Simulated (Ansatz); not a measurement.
System: sum formula HSiOF2, charge 1, multiplicity 1. It need not be the lowest isomer of its formula. SMILES: [OH+]=[Si](F)F
Geometry: optimised at B3LYP-D3(BJ)/def2-TZVP (Ansatz, a program for electronic structure).

Parts of the frozen-core correlation energy in STO-3G (Ansatz, hartree). Frozen orbitals: 8; correlated occupied orbitals by spin: 12 and 12; virtual: 5 and 5. No spin-orbit coupling. Non-relativistic.

```json
[
 {"term": "reference (HF)", "value": "-555.92284"},
 {"term": "MP2 opposite-spin", "value": "-0.09486"},
 {"term": "MP2 same-spin", "value": "-0.02700"},
 {"term": "CCSD correlation", "value": "-0.13893"},
 {"term": "(T)", "value": "-0.01219"},
 {"term": "T1 diagnostic", "value": "0.020"},
 {"term": "largest doubles amplitude", "value": "0.054"}
]
```
